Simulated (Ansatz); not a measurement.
`OC/C=C/Br` and `CB/C=C/Br` differ in one atom or group.

Ansatz, PBE0-D4/def2-TZVP geometries, multiplicity 1. Each molecule was computed in one conformer, which needn't be the lowest.

Scalar relativity is left out up to krypton.

| property | `OC/C=C/Br` |
| --- | --- |
| HOMO energy (PBE/def2-TZVPP) / eV | -6.19 |
| size of the dipole moment (B3LYP/def2-TZVPP) / D | 1.06 |
| LUMO energy (PBE/def2-TZVPP) / eV | -1.47 |
| HOMO–LUMO gap (B3LYP/def2-TZVPP) / eV | 6.43 |
| HOMO energy (B3LYP/def2-TZVPP) / eV | -7.16 |
| HOMO–LUMO gap (ωB97M-V/def2-TZVPP) / eV | 11.14 |

Problem. What does the change do to each property? (An estimate is asked.)

Solution. Computed: 
```csv
property,`CB/C=C/Br`,shift
HOMO energy (PBE/def2-TZVPP) / eV,-6.68,-0.49
size of the dipole moment (B3LYP/def2-TZVPP) / D,0.81,-0.25
LUMO energy (PBE/def2-TZVPP) / eV,-2.92,-1.45
HOMO–LUMO gap (B3LYP/def2-TZVPP) / eV,5.31,-1.12
HOMO energy (B3LYP/def2-TZVPP) / eV,-7.51,-0.35
HOMO–LUMO gap (ωB97M-V/def2-TZVPP) / eV,9.83,-1.31
```

With PBE0 the HOMO falls by 0.36 eV and the LUMO falls by 1.52 eV, so the gap narrows by about 1.16 eV. PBE moves the HOMO by -0.49 eV and ωB97M-V by -0.29 eV. Dipoles are sizes alone; their direction can turn.

B3LYP here is the variant with VWN-RPA as its local correlation; programs differ in this.

Spin–orbit coupling is left out; it splits and shifts lone-pair levels of the heavy atoms by tenths of an eV.
